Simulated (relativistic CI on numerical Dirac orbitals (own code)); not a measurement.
# Hyperfine structure of Sc VI, mass number 45

Computed by Dirac-Coulomb-Breit CI, KLI orbitals optimised for each configuration, QED by a radiative potential, valence Slater integrals scaled by 0.85, P86 correlation energy added to each configuration (own radial code, finite nucleus).

Configuration list (outside the closed core [Ne]): 3s2.3p4, 3s.3p5, 3s2.3p3.3d, 3p6, 3s.3p4.3d, 3s2.3p3.4s, 3s2.3p3.4p, 3p5.3d, 3s.3p3.3d2, 3s2.3p3.4d, 3s2.3p3.4f, 3s2.3p3.5s, 3s.3p4.4s, 3s2.3p3.5p, 3s2.3p2.3d2, 3s2.3p.3d3, 3s.3p2.3d3, 3s2.3p.3d2.4s, 3s2.3p.3d2.4p, 3s2.3p.3d2.4d. Double excitations out of closed p, d and f shells are left out; levels of such configurations are missing from the list, as are those of other unlisted configurations, and high levels can miss mixing partners. These lack a partner that the ground configuration has and come out too high: 3s2.3p3.4f, 3s2.3p3.5s, 3s.3p4.4s, 3s2.3p3.5p.

Nuclear spin I = 7/2, μ = 4.754 μN, Q = -0.22 b (tables of Stone and Pyykkö). The electronic factors are computed for point nuclear moments, without core polarisation or the Bohr-Weisskopf and QED corrections.

| Level | E (cm⁻¹) | A (MHz) | B (MHz) |
| --- | --- | --- | --- |
| 3s2.3p4 3P_2 | 0.0 | 2336 | -579 |
| 3s2.3p4 3P_1 | 3335.9 | 120.5 | 294 |
| 3s2.3p4 1D_2 | 20629.5 | 3973 | 1180 |
| 3s.3p5 3P°_2 | 181332.2 | 9509 | 543 |
| 3s.3p5 3P°_1 | 184179.8 | 10610 | -276 |
| 3s.3p5 1P°_1 | 229819.7 | 3954 | 448 |
| 3s2.3p3.3d 5D°_1 | 245545.7 | 362.1 | 30.3 |
| 3s2.3p3.3d 5D°_2 | 245590.2 | 365.7 | 18 |

Levels with J = 0, under 50 % of one LS term, or S terms without an open s electron are left out. Small factors come from cancelling terms and can be off by tens of per cent or more.

At this charge configurations can still be misplaced by up to about 7 % of their energy. 22 of the 28 excited levels that our extract of the measured tables holds in this range could be paired (the sources list more); they are missed by 8928 cm⁻¹ on average and 18320 at most, and levels without a partner can miss by more.

(1) Give the hyperfine levels of 3s2.3p4 3P_2 relative to its centre of gravity.

## Answers

(1) With K = F(F + 1) − I(I + 1) − J(J + 1), E = AK/2 + B[¾K(K + 1) − I(I + 1)J(J + 1)]/[2I(2I − 1)J(2J − 1)]: F = 3/2: -21330, F = 5/2: -15230, F = 7/2: -6842, F = 9/2: 3700, F = 11/2: 16210 MHz.

LS names give the leading component of a level, which can be under half, so a name can repeat, a term be missing and a line seem to break the LS rules.
